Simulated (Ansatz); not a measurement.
A search over several starts for the lowest SCF solution of Li14⁺ at the given spin, in a small basis.

```yaml
crystal:
  periodic: [false, false, false]
  atoms:
    - {symbol: Li, position_ang: [0.372201, -3.300279, -2.182373]}
    - {symbol: Li, position_ang: [-2.347785, -0.028923, 0.915487]}
    - {symbol: Li, position_ang: [-2.025826, -1.398839, -1.911148]}
    - {symbol: Li, position_ang: [1.469596, 2.538120, 2.397961]}
    - {symbol: Li, position_ang: [2.553379, 0.246081, 0.349116]}
    - {symbol: Li, position_ang: [1.163654, 3.403367, -0.678484]}
    - {symbol: Li, position_ang: [-1.379284, 3.535294, 1.242545]}
    - {symbol: Li, position_ang: [1.895063, -3.220015, 0.665268]}
    - {symbol: Li, position_ang: [-1.709145, 2.151319, -1.481894]}
    - {symbol: Li, position_ang: [0.727217, 0.355959, -2.378797]}
    - {symbol: Li, position_ang: [0.116115, -1.340638, -0.286672]}
    - {symbol: Li, position_ang: [0.008721, 1.314101, 0.412690]}
    - {symbol: Li, position_ang: [0.465345, -0.869305, 2.402690]}
    - {symbol: Li, position_ang: [-1.309242, -3.386221, 0.533611]}
basis:
  gaussian: {orbitals: def2-SVP, initial_orbitals: start.molden}
total_charge: 1
magnetization: {spin_polarized: true, initial_magnetization: 1}
hamiltonian: {xc: pbe}
output: {orbitals: {seedname: orbitals}}
```

The file start.molden holds the orbitals of an earlier run on this structure, at another level or in another basis.

```sh
$ ansatz run in.yaml --threads 4 --pin off --events-out ev --progress --plain --max-ram 4787MiB
```

Shortened log:

```
Functional definition: PBE
1904 factors; their error is unknown
mean field evaluation 1: about -2817.4476 eV, gradient 3.4e1 eV
mean field evaluation 2: about -2829.4725 eV, gradient 2.0e1 eV
mean field evaluation 4: about -2848.4412 eV, gradient 5.9e0 eV
mean field evaluation 8: about -2851.2041 eV, gradient 1.4e-1 eV
mean field evaluation 16: about -2851.0113 eV, gradient 1.8e-5 eV
mean field evaluation 32: about -2851.1892 eV, gradient 9.4e-1 eV
mean field evaluation 64: about -2850.2675 eV, gradient 2.3e0 eV
mean field evaluation 96: about -2851.0026 eV, gradient 2.1e-1 eV
mean field evaluation 128: about -2849.9963 eV, gradient 2.4e-1 eV
mean field evaluation 160: about -2850.8312 eV, gradient 7.2e-1 eV
mean field -2851.01129562 eV, -104.7727326292 hartree, gradient 4.7e-6 eV, S^2 0.771011; 11 other end points of the search recorded, 0 dependent functions left out
reference -2851.01137944 eV, -104.7727357095 hartree; 21, 20 occupied and 105, 106 virtual orbitals, 1904 factors
Total energy: -2851.01137944 eV, -104.7727357095 hartree
```

Hardware: 4 threads of Intel Xeon 6975P-C on a shared host. Wall time 22 s.

Another isomer (doublet) lies 0.05 eV lower at PBE0/def2-TZVP; other spin states weren't run for this one.
